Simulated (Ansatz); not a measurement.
`[TeH]CI` + `[SiH3][SeH]` → `[SeH][SiH2][TeH]` + `CI`  (formal exchange of groups at a Te–C bond)

Calculated with Ansatz (gas phase, PBE0-D4/def2-TZVP geometries, no zero-point term in ΔE). CCSD(T)/CBS is the MP2 limit (def2-TZVPP, def2-QZVPP) plus CCSD(T) − MP2 in def2-TZVPP, frozen cores. DFT in def2-TZVPP. def2 core potentials past Kr. For I, Se, Te outer-core shells are correlated without core-valence functions, which leaves a few kJ/mol of doubt a bond. Scalar relativity is left out up to krypton. Each species was taken in one conformer, which may not be the lowest.

`[TeH]CI`:

Cartesian coordinates in Å:
```
Te 0.136 -0.223 -1.696
C 0.393 0.144 0.386
I -0.483 -1.264 1.734
H -1.489 0.094 -1.643
H -0.020 1.115 0.642
H 1.462 0.135 0.578
```

`[SiH3][SeH]`:

Z-matrix (Å, degrees):
```
Si
Se 1 2.279
H 1 1.484 2 111.4
H 1 1.484 2 111.5 3 -122.1
H 1 1.483 2 104.9 3 119.0
H 2 1.469 1 93.0 3 60.4
```

`[SeH][SiH2][TeH]`:

Z-matrix (Å, degrees):
```
Si
Te 1 2.485
Se 1 2.278 2 108.3
H 1 1.485 2 104.6 3 120.3
H 1 1.483 2 112.2 3 -121.2
H 2 1.658 1 91.3 3 64.3
H 3 1.472 1 93.2 2 -166.2
```

`CI`:

```xyz
5

C    -0.045    0.222   -0.020
I     0.379   -1.856    0.164
H    -1.080    0.321   -0.335
H     0.114    0.679    0.952
H     0.632    0.634   -0.762
```

CCSD(T)/CBS gives -105.2 kJ/mol.

Task: Another level gave -112.7 kJ/mol. Which?
A. HF/def2-TZVPP
B. RPA@PBE/def2-TZVPP
C. revPBE-D4/def2-TZVPP
D. BLYP/def2-TZVPP

Result: A. HF/def2-TZVPP -112.7, revPBE-D4 -107.1, RPA@PBE/def2-TZVPP -95.8, BLYP -101.2 kJ/mol.

Task: What do rigid-rotor, harmonic-oscillator terms from PBE0-D4/def2-TZVP frequencies (298.15 K, 1 bar) make of the CCSD(T)/CBS value? (Estimate.)

Result: Ansatz gave: ΔZPE = +6.9 kJ/mol, ΔH = -97.6 kJ/mol, ΔS = -7 J/(mol·K), ΔG = -95.6 kJ/mol.

Largest T1 diagnostic among the species: 0.010.

From r2SCAN to r2SCAN0 (25 % exact exchange), in def2-TZVPP and without D4, ΔE moves by −4.3 kJ/mol. In def2-TZVPP, CCSD(T) changes the Hartree–Fock value by +9.6 kJ/mol (the triples alone add +1.5 kJ/mol) and MP2 by +7.9 kJ/mol. Leaving LDA and LC-ωPBE aside and taking each functional with its dispersion term where it has one, the values, not all of them listed here, spread over 14.9 kJ/mol, from r2SCAN0-D4 to BLYP-D4.
